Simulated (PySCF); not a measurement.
Compound: C₂H₈F₂OSi₂.
Geometry (GFN2-xTB, Å), atoms numbered from 1 in this order:
```xyz
15
C2H8F2OSi2 angstrom
F     -2.0023   -1.0476   -1.3459
C     -1.9633   -0.6443   -0.0377
F     -3.2121   -0.2314    0.2375
O     -1.1136    0.3596    0.1585
C      0.2698   -0.0241    0.3841
Si     1.0420    1.5897    1.0689
Si     1.0420   -0.7535   -1.2121
H     -1.7533   -1.5529    0.5621
H      0.2742   -0.7859    1.1760
H      0.2464    2.0229    2.2156
H      2.4103    1.2707    1.4831
H      1.0345    2.5959    0.0120
H      0.5379   -2.1102   -1.4335
H      2.4843   -0.8120   -0.9724
H      0.6987    0.1311   -2.3179
```

Method used: TDDFT CAM-B3LYP/def2-SVPD, vertical, gas phase, core orbitals frozen in the response in PySCF.

Kohn–Sham orbitals with the atoms that hold most of them (Löwdin shares over 4%, at most four atoms; ? is withheld):

| orbital | ε (eV) | atoms |
| --- | --- | --- |
| LUMO+2 | 1.43 | Si6 28%, Si7 27%, H13 6%, H15 6% |
| LUMO+1 | 1.15 | Si6 30%, Si7 22%, H10 10%, H13 8% |
| LUMO | 0.82 | Si6 21%, Si7 19%, H9 11%, C5 9% |
| HOMO | ? | ? |
| HOMO-1 | -10.70 | ? |
| HOMO-2 | -11.36 | Si6 25%, H10 17%, Si7 16%, H11 11% |
| HOMO-3 | -11.55 | Si6 31%, H12 25%, Si7 8%, H10 7% |

Which atoms hold the HOMO-1, and with what shares?

C5 (bonded to O, 2 Si and H) 23%; O4 (bonded to 2 C) 18%; Si7 (bonded to C and 3 H) 13%; Si6 (bonded to C and 3 H) 12%. By element: silicon 24%, carbon 23% or more, oxygen 18%.

Which atoms hold the HOMO, and with what shares?

O4 (bonded to 2 C) 30%; C5 (bonded to O, 2 Si and H) 28%; Si7 (bonded to C and 3 H) 16%; Si6 (bonded to C and 3 H) 7%. By element: oxygen 30%, carbon 28% or more, silicon 23%.

What is the HOMO energy, and the HOMO–LUMO gap?

ε(HOMO) = -9.74 eV; the gap is 10.56 eV (0.3881 hartree).

How does S1 compare with the orbital gap of 10.56 eV?

S1 is at 7.47 eV (f = 0.039), 3.09 eV below the gap, made of HOMO→LUMO (83%). 

Next come S2 at 7.77 eV (f 0.012), HOMO→LUMO+4 (32%), HOMO→LUMO+3 (16%), HOMO→LUMO (12%); S3 at 8.00 eV (f 0.110), HOMO→LUMO+3 (50%), HOMO→LUMO+1 (37%); S4 at 8.38 eV (f 0.046), HOMO-1→LUMO (34%), HOMO→LUMO+4 (27%), HOMO→LUMO+5 (10%); S5 at 8.40 eV (f 0.024), HOMO-1→LUMO (51%), HOMO→LUMO+4 (16%), HOMO→LUMO+1 (12%).

Time: 64 s wall; peak memory 1.0 GiB. Hardware: Arm Neoverse V1, one thread, shared host.

One conformer stands for the species.

Without π bonds the low states are Rydberg-like; a valence basis with one diffuse set may place them up to an eV too high.
